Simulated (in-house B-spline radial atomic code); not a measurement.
# Ionising Hf2+ with different functionals

Computed with a B-spline radial code for spherical atoms: scalar-relativistic (spin-free X2C) Hamiltonian, Fermi nucleus of rms radius 5.347 fm, spin-polarised at highest spin, spherical fractional occupations for the functionals, and exact exchange of hybrids averaged over the configuration. The ionisation energy is the difference of two self-consistent energies, [Xe] 4f14 5d2 → [Xe] 4f14 5d1, without Breit or QED terms; ε is the level of the shell that loses the electron (its least bound occupied spin orbital). There is no spin-orbit coupling in this Hamiltonian.

```json
{"method": "PBE0", "rung": "global hybrid", "ΔSCF (eV)": "22.20", "-ε(5d) (eV)": "18.56"}
{"method": "B3LYP", "rung": "global hybrid", "ΔSCF (eV)": "22.29", "-ε(5d) (eV)": "18.33"}
{"method": "TPSSh", "rung": "global hybrid", "ΔSCF (eV)": "22.09", "-ε(5d) (eV)": "17.66"}
{"method": "M06-2X", "rung": "global hybrid", "ΔSCF (eV)": "22.05", "-ε(5d) (eV)": "19.99"}
{"method": "BHandHLYP", "rung": "global hybrid", "ΔSCF (eV)": "22.01", "-ε(5d) (eV)": "19.68"}
{"method": "r2SCAN0", "rung": "global hybrid", "ΔSCF (eV)": "22.10", "-ε(5d) (eV)": "18.52"}
{"method": "B97-1", "rung": "global hybrid", "ΔSCF (eV)": "21.95", "-ε(5d) (eV)": "18.08"}
{"method": "HSE06", "rung": "range-separated hybrid", "ΔSCF (eV)": "22.19", "-ε(5d) (eV)": "18.16"}
{"method": "wB97X", "rung": "range-separated hybrid", "ΔSCF (eV)": "21.75", "-ε(5d) (eV)": "20.65"}
{"method": "CAM-B3LYP", "rung": "range-separated hybrid", "ΔSCF (eV)": "22.24", "-ε(5d) (eV)": "19.96"}
{"method": "LC-wPBE", "rung": "range-separated hybrid", "ΔSCF (eV)": "22.12", "-ε(5d) (eV)": "21.30"}
```

Question: Among the functionals, which spreads more, the ΔSCF values or the orbital energies?

Answer: The orbital energies: ΔSCF values span about 0.54 eV and the orbital energies 3.65 eV; here energy differences depend much less on the functional than eigenvalues do.

Question: How do they compare with the NIST value?

Answer: NIST lists 22.55 eV ± 0.04 (tabulated theory, ground level to ground level). Errors run from -0.80 to -0.26 eV; B3LYP is closest (-0.26 eV), but part of that can be cancellation, since the calculations leave out spin-orbit coupling, Breit-QED terms, multiplet and fine-structure energies.
